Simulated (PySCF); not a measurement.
O2Si2. Atoms are numbered in the order given.

```xyz
4

Si     0.0000     0.0000     1.2534
Si     0.0000     0.0000    -1.2534
O      0.0000    -1.1801     0.0000
O      0.0000     1.1801     0.0000
```

Coordinates come from a B3LYP-D3(BJ)/def2-SVP optimisation.

Level of theory: SMD-ωB97X/def2-SVP (PySCF).

Solvation free energies are E(SMD) − E(gas) at the gas-phase geometry, for 1 M in both phases. In vacuum the dipole moment is 0.00 D.

Computed solvation free energies in water, acetonitrile, ethanol:
```csv
solvent,ΔG(solv) (kcal/mol),its non-electrostatic (CDS) part,dipole (D)
water,-5.7,0.0,0.00
acetonitrile,-4.4,-1.2,0.00
ethanol,-5.4,-0.4,0.00
```
